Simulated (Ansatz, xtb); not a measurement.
Process, species as SMILES: C[SiH](C)O[Si](O)(O)O + O (H2O) + 5 [SiH4] (SiH4) → 2 C[SiH3] [methylsilane] + 5 O[SiH3]
Structures are relaxed separately at B3LYP-D3(BJ)/def2-TZVP in Ansatz (a quantum-chemistry and plane-wave program), one conformer each, not searched for the lowest.

Quantity: bond separation energy (electronic energy difference), in kcal/mol. Valence correlation only, unless marked. Spin-orbit coupling is left out. No relativistic terms. CBS marks a two-point X^-3 extrapolation of the correlation energy; Hartree-Fock from the larger set. [CCSD(T)-MP2]/basis is that difference in the basis named.

```csv
level,program,bond separation energy (kcal/mol)
GFN1-xTB,xtb,(withheld)
BLYP-D3(BJ)/def2-TZVPD,Ansatz + dftd3,33.8
r2SCAN/def2-TZVPD,Ansatz,(withheld)
B3LYP-D4/def2-TZVPD,Ansatz + dftd4,36.5
PBE0/6-31G*,Ansatz,(withheld)
wB97X-V/def2-TZVPD,Ansatz,35.1
"RI-MP2/CBS(cc-pV(T+d)Z,cc-pV(Q+d)Z)+[CCSD(T)-MP2]/cc-pV(T+d)Z",Ansatz,35.2
```

What belongs in the gaps?


- GFN1-xTB, bond separation energy (kcal/mol): -63.6
- r2SCAN/def2-TZVPD, bond separation energy (kcal/mol): 35.8
- PBE0/6-31G*, bond separation energy (kcal/mol): 39.1
